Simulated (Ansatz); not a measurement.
One change: `O=C([SiH3])C=[Se]` becomes `O=C([SiH3])S`.

Ansatz, PBE0-D4/def2-TZVP geometries, multiplicity 1. Each molecule was computed in one conformer, which needn't be the lowest.

Scalar relativity is left out up to krypton.

```tsv
property	`O=C([SiH3])C=[Se]`
size of the dipole moment (B3LYP/def2-TZVPP) / D	1.54
HOMO energy (B3LYP/def2-TZVPP) / eV	-6.77
size of the dipole moment (ωB97M-V/def2-TZVPP) / D	1.54
HOMO–LUMO gap (B3LYP/def2-TZVPP) / eV	2.64
LUMO energy (B3LYP/def2-TZVPP) / eV	-4.14
HOMO energy (ωB97M-V/def2-TZVPP) / eV	-9.18
```

What does the change do to each property? (Best estimate.)

The calculation gave: 
```tsv
property	`O=C([SiH3])S`	shift
size of the dipole moment (B3LYP/def2-TZVPP) / D	1.47	-0.07
HOMO energy (B3LYP/def2-TZVPP) / eV	-7.15	-0.38
size of the dipole moment (ωB97M-V/def2-TZVPP) / D	1.48	-0.06
HOMO–LUMO gap (B3LYP/def2-TZVPP) / eV	5.42	2.78
LUMO energy (B3LYP/def2-TZVPP) / eV	-1.73	2.41
HOMO energy (ωB97M-V/def2-TZVPP) / eV	-9.57	-0.39
```

With PBE0 the HOMO falls by 0.37 eV and the LUMO rises by 2.45 eV, so the gap widens by about 2.82 eV. PBE moves the HOMO by -0.26 eV and ωB97M-V by -0.39 eV. The zero-point energy changes by -17.6 kJ/mol with -3 modes. Dipoles are sizes alone; their direction can turn.

B3LYP here is the variant with VWN-RPA as its local correlation; programs differ in this.

Spin–orbit coupling is left out; it splits and shifts lone-pair levels of the heavy atoms by tenths of an eV.
